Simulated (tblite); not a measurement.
Compound: C3H10F2SSi2.
Atom-mapped SMILES: `[CH3:1][C:2]([F:3])([F:4])[Si@H:5]([SH:6])[CH2:7][SiH3:8]` (hydrogens: H9, H10, H11 on C1; H12 on Si5; H13 on S6; H14, H15 on C7; H16, H17, H18 on Si8)

Computed with GFN2-xTB (tblite), gas phase: L-BFGS steps from a force-field or distance-geometry start until the largest atomic force falls under 0.01 eV/Å.

Step 50: E = -754.0836 eV
```
atom  x, y, z in Å  |  force x, y, z in eV/Å
C1     -2.4847    0.5485   -0.4587   -0.004  -0.004  -0.012
C2     -1.7237   -0.3602    0.4818   -0.018  -0.016   0.014
F3     -1.8708   -1.6624    0.0698   -0.008  -0.024  -0.002
F4     -2.3168   -0.3340    1.7253   -0.061   0.010   0.017
Si5     0.1652    0.0000    0.7393    0.058  -0.014  -0.007
S6      0.2794    2.1011    1.1992    0.022   0.041  -0.008
C7      1.1380   -0.3623   -0.8357    0.013   0.004  -0.007
Si8     2.9982   -0.6606   -0.5183   -0.029   0.025   0.005
H9     -2.4088    1.5775   -0.1177    0.035  -0.001  -0.022
H10    -3.5353    0.2670   -0.4943   -0.002  -0.047  -0.005
H11    -2.0514    0.4573   -1.4508   -0.030   0.038  -0.021
H12     0.5522   -0.7528    1.9282   -0.019  -0.034  -0.001
H13    -0.8463    2.1638    1.8979    0.045  -0.012   0.010
H14     1.0225    0.4684   -1.5329    0.023   0.008   0.016
H15     0.7313   -1.2420   -1.3338   -0.038   0.009   0.033
H16     3.7013   -0.6313   -1.8027   -0.016  -0.028   0.025
H17     3.5007    0.3931    0.3600    0.015   0.015  -0.007
H18     3.1402   -1.9650    0.1319    0.017   0.031  -0.027
```

Step 51: E = -754.0845 eV
```
atom  x, y, z in Å  |  force x, y, z in eV/Å
C1     -2.4819    0.5483   -0.4611    0.000  -0.006  -0.016
C2     -1.7223   -0.3607    0.4813   -0.035   0.000   0.008
F3     -1.8724   -1.6633    0.0713    0.007  -0.011   0.006
F4     -2.3194   -0.3299    1.7233   -0.046   0.001   0.019
Si5     0.1678    0.0032    0.7411    0.001  -0.061  -0.029
S6      0.2736    2.1041    1.1955    0.009   0.060   0.016
C7      1.1359   -0.3641   -0.8356    0.025   0.011  -0.005
Si8     2.9970   -0.6588   -0.5191   -0.028   0.022   0.002
H9     -2.4076    1.5770   -0.1176    0.026  -0.015  -0.029
H10    -3.5321    0.2647   -0.5020    0.009  -0.039   0.008
H11    -2.0463    0.4595   -1.4524   -0.021   0.039  -0.021
H12     0.5539   -0.7517    1.9286   -0.013  -0.029   0.007
H13    -0.8415    2.1574    1.9142    0.065  -0.012  -0.007
H14     1.0206    0.4660   -1.5336    0.016  -0.001   0.012
H15     0.7271   -1.2455   -1.3303   -0.027   0.030   0.039
H16     3.6993   -0.6347   -1.8045   -0.017  -0.021   0.030
H17     3.5001    0.3975    0.3573    0.008   0.001  -0.020
H18     3.1395   -1.9626    0.1319    0.020   0.031  -0.021
```

Task: Estimate the geometry and energy of step 52. (The exact step hangs on the optimiser's Hessian estimate; all steps are aligned on step 51, rigid shifts and turns removed.)

Result: E = -754.0852 eV, largest force 0.125 eV/Å
```
atom  x, y, z in Å  |  force x, y, z in eV/Å
C1     -2.4825    0.5478   -0.4617    0.008  -0.009  -0.016
C2     -1.7223   -0.3615    0.4810   -0.039   0.013   0.006
F3     -1.8745   -1.6646    0.0722    0.023   0.007   0.013
F4     -2.3235   -0.3275    1.7215   -0.023  -0.006   0.017
Si5     0.1703    0.0047    0.7431   -0.065  -0.084  -0.037
S6      0.2730    2.1063    1.1951    0.109   0.042  -0.045
C7      1.1360   -0.3643   -0.8341    0.030   0.018   0.007
Si8     2.9975   -0.6564   -0.5185   -0.014   0.013  -0.003
H9     -2.4067    1.5760   -0.1164    0.013  -0.021  -0.036
H10    -3.5324    0.2627   -0.5034    0.008  -0.029   0.024
H11    -2.0502    0.4606   -1.4541    0.001   0.036  -0.026
H12     0.5519   -0.7565    1.9279   -0.007  -0.018   0.014
H13    -0.8367    2.1558    1.9122   -0.036  -0.003   0.059
H14     1.0237    0.4669   -1.5307    0.001   0.001  -0.002
H15     0.7229   -1.2447   -1.3271   -0.008   0.037   0.034
H16     3.6983   -0.6379   -1.8049   -0.017  -0.010   0.029
H17     3.5038    0.4000    0.3576   -0.003  -0.012  -0.034
H18     3.1426   -1.9611    0.1287    0.018   0.023  -0.006
```

The energy changes by -0.0007 eV. The first-order estimate −F·Δx gives -0.0015 eV and the mean of the old and new forces, exact on a quadratic surface, -0.0007 eV. The step makes an angle of 58° with the force vector and moves no atom by more than 0.005 Å.

What follows is the cost of the whole relaxation. Time: 2.4 s wall. Hardware: one thread, Arm Neoverse N1 (aarch64) (shared host).
